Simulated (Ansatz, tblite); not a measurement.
Forces on the cluster Al2As2 at its B3LYP-D4/def2-SVP geometry. Total charge 0; singlet.

The xTB rows come from tblite. At PBE0-D4/def2-TZVP the restricted singlet is unstable: a solution with broken spin symmetry lies lower. The order of the spin states hangs on the level: the triplet lies 0.59 eV below the singlet at PBE0-D4/def2-TZVP, but 1.10 eV above it at GFN1-xTB. The structure comes from a short search, and lower isomers may exist.

GFN1-xTB (tblite), largest force 0.86 eV/Å:

```xyz
4
positions Å, forces eV/Å
Al    0.065   -0.266    1.255   -0.044    0.179   -0.843
Al   -0.065    0.266   -1.255    0.044   -0.179    0.843
As   -1.981   -0.443    0.009    0.087    0.020    0.000
As    1.981    0.443   -0.009   -0.087   -0.019    0.000
```

GFN2-xTB (tblite), largest force 0.98 eV/Å:

```
Al -0.050 0.203 -0.956
Al 0.050 -0.203 0.956
As 0.030 0.007 0.000
As -0.030 -0.007 0.000
```

PBE0-D4/def2-TZVP (Ansatz), largest force 0.58 eV/Å:

```
Al -0.030 0.121 -0.570
Al 0.030 -0.121 0.570
As 0.160 0.036 -0.001
As -0.160 -0.036 0.001
```
